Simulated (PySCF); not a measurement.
ZrCl₂, SMILES [Cl][Zr][Cl] (connectivity only; charge and spin as stated), neutral, multiplicity 3.

Geometry optimised at B3LYP-D3(BJ)/def2-TZVP. The multiplicity is an assumed one; other spin states were not compared. The def2 effective core potentials stand for the cores of Zr; spin–orbit coupling is left out.

These are PBE/def2-TZVPD (PySCF) values and carry that method's errors.

Isolated molecule, no solvent.

| Property | Value |
|---|---|
| total energy | -967.20314 hartree |
| point group | C2v |
| α spin, highest occupied and lowest empty level | -4.63 and -4.03 eV |
| β spin, highest occupied and lowest empty level | -8.10 and -3.38 eV |
| dipole moment | 1.27 D |
| quadrupole, principal values (traceless, Buckingham form, about the centre of nuclear charge) | -9.65, 4.44, 5.21 D·Å |
| mean static polarisability | 91.5 bohr³ (13.56 Å³) |
| polarisability, principal values | 82.9, 85.8, 105.7 bohr³ |
| ⟨S²⟩ | 2.005 (pure state 2.00) |
